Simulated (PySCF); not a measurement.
A geometry optimisation on `C#C/C(C=[N+](C)C)=C/N(C)C`.

Computed with PBE0-D3(BJ)/def2-SVP geometry optimisation, gas phase (PySCF 2.14.0). Start geometry: GFN2-xTB. A driver script takes a list of jobs; this job's settings line and coordinates (Å) are shown.

Input:
```
{"job": {"xc": "PBE0", "basis": "def2-SVP", "d3": "d3bj", "grid": 2, "kind": "geom"}, "charge": 1, "multiplicity": 1}
C     -0.434861     3.313023     0.471643
C     -0.229239     2.148017     0.269836
C      0.115961     0.801253    -0.051148
C      1.415262     0.674419    -0.558431
N      2.175641    -0.383151    -0.745754
C      1.845150    -1.726571    -0.338918
C      3.478353    -0.250010    -1.354751
C     -0.823193    -0.234531     0.012863
N     -2.010241    -0.231277     0.577728
C     -2.945039    -1.304530     0.344287
C     -2.508216     0.818029     1.432575
H     -0.653814     4.319860     0.670707
H      1.896075     1.619243    -0.786582
H      1.346487    -2.278431    -1.138916
H      2.765983    -2.256001    -0.095481
H      1.210885    -1.710421     0.547336
H      4.255824    -0.547117    -0.648152
H      3.543592    -0.899767    -2.229357
H      3.660409     0.774833    -1.667575
H     -0.595608    -1.140536    -0.530877
H     -2.540641    -2.037202    -0.350195
H     -3.869564    -0.901232    -0.073153
H     -3.187267    -1.804484     1.284165
H     -1.689509     1.321369     1.939297
H     -3.069234     1.556514     0.856675
H     -3.174244     0.381316     2.175453
```

Output:
```
step   0  E = -460.31264508  max force = 0.021648
step   1  E = -460.31565028  max force = 0.003718
step   2  E = -460.31556843  max force = 0.002299
step   3  E = -460.31570126  max force = 0.001242
step   4  E = -460.31570426  max force = 0.000941
step   5  E = -460.31572167  max force = 0.000644
step   6  E = -460.31570450  max force = 0.000926
step   7  E = -460.31572481  max force = 0.000488
step   8  E = -460.31573327  max force = 0.000363
optimisation converged
```

Energies in Eh; «max force» is the largest Cartesian gradient component in Eh/bohr.

Task: Give the first gradient maximum in eV/Å.

Result: With 1 Eh/bohr = 51.422 eV/Å, 1.113 eV/Å.

Task: At which steps does the energy rise by more than 1e-5 Eh?

Result: At steps 2 (+0.08 mEh) and 6 (+0.02 mEh).

In short: final energy -460.31573 Eh after 8 steps.

Task: Where do the atoms end?

Result: 0.079 Å rms from the input after alignment:
```
atom  x, y, z in Å
C1    -0.3012    3.0957    0.6955
C2    -0.1002    1.9192    0.4793
C3     0.2204    0.5599    0.1649
C4     1.5213    0.3874   -0.3630
N5     2.2601   -0.6890   -0.5525
C6     1.9139   -2.0242   -0.1056
C7     3.5478   -0.5756   -1.2245
C8    -0.7227   -0.4884    0.2070
N9    -1.9261   -0.5135    0.7409
C10   -2.8154   -1.6336    0.4787
C11   -2.4791    0.5240    1.5981
H12   -0.4908    4.1372    0.8887
H13    2.0264    1.3196   -0.6344
H14    1.3686   -2.5878   -0.8796
H15    2.8402   -2.5696    0.1186
H16    1.3100   -1.9721    0.8109
H17    4.3533   -0.9008   -0.5487
H18    3.5604   -1.2133   -2.1214
H19    3.7258    0.4622   -1.5285
H20   -0.4708   -1.4059   -0.3260
H21   -2.3366   -2.3533   -0.1961
H22   -3.7413   -1.2712    0.0063
H23   -3.0788   -2.1363    1.4217
H24   -1.6809    1.0599    2.1197
H25   -3.0707    1.2433    1.0118
H26   -3.1353    0.0438    2.3362
```

Time: 4.5 min; peak memory 1.1 GiB. Hardware: one thread, Arm Neoverse V2 (aarch64), on a shared host.
Labels such as C1 count atoms from 1, the log's own numbers from 0.
